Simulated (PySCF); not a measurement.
**How methods differ on the ionisation energy of Ca⁺**

Ca⁺ [Ar] 4s1 (2S) → Ca²⁺ [Ar] (1S), as a difference of total energies. All numbers are calculated (PySCF 2.14, the spin-free X2C one-electron Hamiltonian (Gaussian nucleus), in Sapporo-DKH3-DZP-2012 (6s5p1d, 26 functions)). The calculations carry no spin-orbit coupling.

| method | ionisation energy (eV) |
| --- | --- |
| UHF | 11.353 |
| M06-L | 11.081 |
| MN15 | 11.619 |

For comparison: 11.872 eV (measured; NIST Atomic Spectra Database, ionization energies).
